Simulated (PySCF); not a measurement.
## Ionisation energy of N²⁺ by level of theory

N²⁺ [He] 2s2 2p1 [2p1/2^1, M_J = 1/2] → N³⁺ [He] 2s2, as a difference of total energies. All numbers are calculated (PySCF 2.14, the two-component X2C-1e Hamiltonian, in x2c-SVPall-2c). Correlated levels: 1s2 frozen. "Screened" scales the spin-orbit matrix elements by Boettger's factors to mimic the two-electron term; Breit and QED terms are absent.

| method | ionisation energy (eV) |
| --- | --- |
| GHF (spin-free) | 47.535 |
| GMP2 (spin-free) | 47.501 |
| GHF (screened spin-orbit) | 47.549 |
| GMP2 (screened spin-orbit) | 47.514 |

Task: How much does correlation contribute at GMP2 (screened spin-orbit)?

Result: 47.514 − (47.549) = -0.035 eV, measured against GHF (screened spin-orbit).

Errors of the correlated levels include the incompleteness of this basis and the frozen core.

For comparison: 47.445 eV (semi-empirical (NIST evaluation); NIST Atomic Spectra Database, ionization energies).
